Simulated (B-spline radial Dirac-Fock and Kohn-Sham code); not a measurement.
Eu 5p3/2: cross section and angular parameters

System: atomic europium, [Xe] 4f7 6s2; threshold 25.91 eV (orbital energy of the model). Level of theory: Dirac-Hartree-Slater photoionisation with a Latter tail; cross sections with all multipoles, angular parameters from the dipole term and its interference with E2; a radial atomic solver.

The run's input, task.json:

```json
{"items": [{
  "Z": 63,
  "q": 0,
  "cfg": [[1, 0, 2], [2, 0, 2], [2, 1, 6], [3, 0, 2], [3, 1, 6], [3, 2, 10], [4, 0, 2], [4, 1, 6], [4, 2, 10], [4, 3, 7], [5, 0, 2], [5, 1, 6], [6, 0, 2]],
  "A": 153,
  "rrms": 5.1115,
  "do": "xps",
  "hv": [50.2, 51.2, 68.6, 80, 174.0, 191.0, 200, 202.0, 429.0, 464.0, 541.0, 677.0, 679.0, 811.0, 815.0, 1000, 2080.0, 2210.0, 2360.0, 2984.4, 3180.0, 5020.0, 6000, 6670.0, 8047.8, 8350.0, 9240.0, 9251.7, 12000.0, 15000],
  "edges": {"K": 48519.0, "L1": 8052.0, "L2": 7617.0, "L3": 6977.0, "M1": 1800.0, "M2": 1614.0, "M3": 1481.0, "M4": 1158.6, "M5": 1127.5, "N1": 360.0, "N2": 284.0, "N3": 257.0, "N4": 133.0, "N5": 127.7}
}]}
```

Command: `python xray2_run.py task.json out`

For linearly polarised light dσ/dΩ = σ/(4π) [1 + β P₂(cos θ) + (δ + γ cos²θ) sin θ cos φ], with θ from the polarisation vector and φ the angle between the beam and the projection of the electron momentum on the plane normal to the polarisation.

```
hν (eV)  σ (kb)      β       γ       δ
   50.2    1360  1.621   0.192  -0.017
   51.2    1270  1.576   0.207  -0.019
   68.6     492  0.707   0.337  -0.035
     80     332  0.239   0.288  -0.032
    174     116  0.261  -0.051   0.030
    191     106  0.390  -0.027   0.032
    200     101  0.452  -0.012   0.032
    202     100  0.466  -0.009   0.032
    429    44.0  1.242   0.232   0.015
    464    40.0  1.295   0.240   0.013
    541    32.8  1.388   0.241   0.008
    677    24.2  1.499   0.213   0.004
    679    24.1  1.500   0.212   0.004
    811    18.6  1.569   0.170   0.001
    815    18.5  1.571   0.169   0.001
   1000    13.5  1.633   0.107   0.000
   2080    3.80  1.740  -0.036   0.002
   2210    3.39  1.743  -0.032   0.002
   2360    2.98  1.744  -0.025   0.003
 2984.4    1.87  1.741   0.037   0.004
   3180    1.64  1.738   0.063   0.005
   5020   0.607  1.692   0.369   0.011
   6000   0.403  1.663   0.540   0.015
   6670   0.313  1.643   0.654   0.018
 8047.8   0.198  1.602   0.876   0.024
   8350   0.181  1.593   0.922   0.026
   9240       ?      ?       ?       ?
 9251.7   0.140  1.567   1.055   0.031
  12000  0.0709  1.492   1.410   0.049
  15000  0.0387  1.418   1.727   0.070
```

Question: Give the values at 9240 eV.

Answer: σ = 0.140 kb, β = 1.567, γ = 1.054, δ = 0.031.

Values without a named source are computed, but for edge energies of neutral atoms, which are taken from tables.
